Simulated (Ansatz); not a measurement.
Diatomic HfH+, closed-shell singlet (lowest of 2S+1 = 1, 3, 5, 7 at CCSD(T)/def2-TZVPP on PBE0 minima; our sources give no spin for the ground state, which may be another). No spin–orbit coupling.

The constants come from a fifth-degree fit in 1/R (seven points, main isotopes). In def2 and cc sets the state is the lowest found near the PBE0 minimum, followed along R. The singlet is held restricted.

Correlated levels freeze the inner cores; with def2 sets outer-core shells near the valence are correlated too.

Run with Ansatz (a quantum-chemistry and plane-wave program).  In def2 rows elements past Kr take small-core potentials, without spin–orbit coupling.

Energies at B2PLYP/def2-TZVPP:

| R (Å) | E (hartree) |
|---|---|
| 1.632218 | -48.09806550 |
| 1.676095 | -48.10066667 |
| 1.716462 | -48.10192175 |
| 1.762093 | -48.10221516 |
| 1.807725 | -48.10149040 |
| 1.860378 | -48.09959626 |
| 1.921805 | -48.09622005 |

**Question.** With a reduced mass of 1.0022 u, find the minimum, the force constant and the constants.

**Answer.** A fifth-degree polynomial in 1/R puts the minimum at r_e = 1.7513 Å with force constant 221 N/m. Then ω_e = (1/2πc)√(k/μ) = 1936 cm⁻¹ and B_e = h/(8π²cμr_e²) = 5.484 cm⁻¹; the cubic and quartic terms give α_e = 0.11 and ω_e x_e = 23 cm⁻¹.

Doubts at one or more of the structures used: a restricted determinant that unrestricted orbitals would lower (B2PLYP/def2-TZVPP).
